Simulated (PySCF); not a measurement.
## How methods differ on the interval between two levels of Ag

Ag [Kr] 4d10 5s1 [2S1/2, M_J = 1/2] → Ag [Kr] 4d9 5s2 [2D5/2, M_J = 5/2], as a difference of total energies. All numbers are calculated (PySCF 2.14, the two-component X2C-1e Hamiltonian, in x2c-SVPall-2c with one added diffuse shell each of s, p, d type (7s9p7d1f, 76 functions)). Correlated levels: [Ar] 3d10 frozen; the 6 highest virtual spinors dropped. "Screened" scales the spin-orbit matrix elements by Boettger's factors to mimic the two-electron term; Breit and QED terms are absent.

| method | interval between two levels (cm⁻¹) | error (cm⁻¹) |
| --- | --- | --- |
| GHF (spin-free) | 32026 | +1784 |
| GMP2 (spin-free) | 34473 | +4230 |
| GHF (screened spin-orbit) | 30206 | -36 |
| GMP2 (screened spin-orbit) | 32563 | +2320 |

Reference: 30242 cm⁻¹ (measured; NIST Handbook of Basic Atomic Spectroscopic Data (Sansonetti and Martin, J. Phys. Chem. Ref. Data 34, 1559 (2005))).

The spin-free rows lack the spin-orbit shift.

Errors of the correlated levels include the incompleteness of this basis and the frozen core.
